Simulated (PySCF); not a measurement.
Species: C5H6ClF2 (doublet state).
Structure used (GFN2-xTB), in Å, numbered top down from 1:
```
atom  x, y, z in Å
C1     2.744    0.526    0.745
C2     1.882   -0.115    0.032
C3     0.424   -0.336    0.410
Cl4    0.175   -2.096    0.682
C5    -0.505    0.144   -0.696
C6    -1.967    0.066   -0.276
F7    -2.768    0.475   -1.288
F8    -2.209    0.905    0.761
H9     2.816    1.048    1.669
H10    2.150   -0.565   -0.916
H11    0.194    0.158    1.357
H12   -0.273    1.187   -0.928
H13   -0.376   -0.456   -1.598
H14   -2.286   -0.942    0.025
```

The hyperfine couplings belong to this conformer and change with its torsions.

As a line formula: `[C@@H](/C=[C]\[H])(Cl)CC(F)F` [radical].

Computed, not measured: UKS B3LYP, pcH-1 on C Cl F H, non-relativistic, mean-field spin-orbit, GIAO in PySCF. Isolated species at its GFN2-xTB geometry (one conformer only). Couplings are sensitive to structure, and on GFN2-xTB geometries they can be far from those on DFT ones. Stability of the SCF solution: not tested.

**Question.** What is the g tensor, term by term?

**Answer.** 
| Δg (ppm) | 1 | 2 | 3 |
| --- | --- | --- | --- |
| relativistic mass correction | -150 | -150 | -150 |
| gauge correction | 17 | 14 | -31 |
| orbital Zeeman/spin–orbit | -80 | 368 | 843 |
| total | -213 | 232 | 662 |

So g = 2.00211, 2.00255, 2.00298 and g_iso = 2.00255; the tensor is rhombic: the two nearest values differ by 49 % of g3 − g1. 

**Question.** At 9.452 GHz, how far is the centre of the isotropic spectrum from where a free electron (g = 2.002319) resonates?

**Answer.** B = hν/(g μB) with μB/h = 13.99624 MHz/mT gives 337.27 mT for the free electron and 337.23 mT at g_iso, 0.04 mT lower.

**Question.** Average each term over the three axes. Which is largest in size?

**Answer.** The orbital-Zeeman/spin–orbit term 377, the mass correction -150 and the gauge correction 0 ppm, for a total of 227 ppm. The orbital-Zeeman/spin–orbit term is the largest in size. The mass correction is the same along every axis, so the anisotropy comes from the other two: their spans along these axes are 48 (gauge) and 924 ppm (orbital Zeeman/spin–orbit).

**Question.** What effective moment and Curie constant follow for a powder?

**Answer.** With the mean of g² = 4.0102 and S(S+1) = 0.75: μ_eff = √(⟨g²⟩S(S+1)) = 1.734 μB and χT = 0.12505·⟨g²⟩·S(S+1) = 0.376 cm³ K/mol (cgs; spin-Hamiltonian part alone).

**Question.** In a frozen sample, at which fields do the three g values resonate at 9.5, 34, 94 and 263 GHz (hyperfine left aside), and which band first spreads them over more than twice a line width of 1.0 mT?

**Answer.** 
```json
{"band": "X", "GHz": "9.5", "B(g3) mT": "338.87", "B(g2) mT": "338.94", "B(g1) mT": "339.02", "spread mT": "0.15"}
{"band": "Q", "GHz": "34.0", "B(g3) mT": "1212.80", "B(g2) mT": "1213.06", "B(g1) mT": "1213.33", "spread mT": "0.53"}
{"band": "W", "GHz": "94.0", "B(g3) mT": "3353.04", "B(g2) mT": "3353.77", "B(g1) mT": "3354.51", "spread mT": "1.47"}
{"band": "J", "GHz": "263.0", "B(g3) mT": "9381.39", "B(g2) mT": "9383.41", "B(g1) mT": "9385.49", "spread mT": "4.10"}
```

The spread grows in proportion to the frequency. J band is the first where it exceeds 2.0 mT.

The Mulliken spin populations are largest on C1 (+1.04), C2 (-0.17) and C3 (+0.07). C1 is the only atom above +0.15. The positive populations add up to 1.17 and the negative ones to -0.17, together 2S = 1.

The HOMO–LUMO gaps are 6.21 eV among the α and 5.26 eV among the β orbitals.

Hardware: one thread, Arm Neoverse V1 (aarch64), no GPU, on a shared host. Cost: 81 s of wall time (with the writing of density and orbital grids), 1.0 GiB resident at most.
